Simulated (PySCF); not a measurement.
difluoro(prop-1-en-2-yl)borane (C3H5BF2), SMILES C=C(C)B(F)F.

Coordinates come from a B3LYP-D3(BJ)/def2-SVP optimisation. Other conformers were not sampled.

Level of theory: CAM-B3LYP/def2-TZVP in PySCF.

Isolated molecule, no solvent.

Question: Estimate the frontier levels, gap, dipole moment and polarisability. (An estimate is asked for; the answer gives what the named calculation found.)

Answer: 
```json
{
  "highest_occupied_level": "-9.33 eV",
  "lowest_empty_level": "-0.18 eV",
  "orbital_gap": "9.15 eV",
  "dipole_moment": "1.94 D",
  "quadrupole, principal values (traceless, Buckingham form, about the centre of nuclear charge)": "-1.15, 0.22, 0.93 D·Å",
  "mean_static_polarisability": "49.3 bohr³ (7.31 Å³)",
  "polarisability_principal_values": "35.3, 50.2, 62.5 bohr³"
}
```
